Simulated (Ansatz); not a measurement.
Consider the cleavage of the Ge–Sn bond: `[Cl][SnH2][GeH3]` + HCl → `[Cl][GeH3]` + `[Cl][SnH3]`.

Gas-phase electronic energies from Ansatz, PBE0-D4/def2-TZVP geometries. CCSD(T)/CBS is the MP2 limit (def2-TZVPP, def2-QZVPP) plus CCSD(T) − MP2 in def2-TZVPP, frozen cores. This one scheme is used for every species. Functionals use def2-TZVPP. HSE06 is defined as in plane-wave codes. Elements past krypton have def2 core potentials. For Ge, Sn outer-core shells are correlated without core-valence functions, which leaves a few kJ/mol of doubt a bond. Scalar relativity is left out up to krypton.

```tsv
level	ΔE (kcal/mol)	difference from CCSD(T)/CBS
PBE-D4	-3.2	0.3
r2SCAN-D4	-5.1	-1.6
BHLYP-D4	-6.0	-2.5
CAM-B3LYP-D4	-5.9	-2.4
B2PLYP	-5.8	-2.3
PBE-QIDH	-5.5	-2.0
PBE0	-4.9	-1.4
HSE06	-4.9	-1.4
SCS-MP2/def2-TZVPP	-6.4	-2.9
HF/def2-QZVPP	-10.9	-7.4
CCSD(T)/CBS	-3.5	0
```

Largest T1 diagnostic among the species: 0.012.

In def2-TZVPP, CCSD(T) changes the Hartree–Fock value by +5.6 kcal/mol (the triples alone add +0.4 kcal/mol) and MP2 by +5.8 kcal/mol. From BLYP to BHLYP (50 % exact exchange), in def2-TZVPP and without D4, ΔE moves by −2.3 kcal/mol. The D4 term adds +1.0 kcal/mol with B3LYP and +0.6 kcal/mol with PBE0; it sums over pairs of atoms, weighted by their polarisabilities, and B3LYP, whose exchange is more repulsive, gets the larger term.

B3LYP here is the variant with VWN-RPA as its local correlation; programs differ in this.
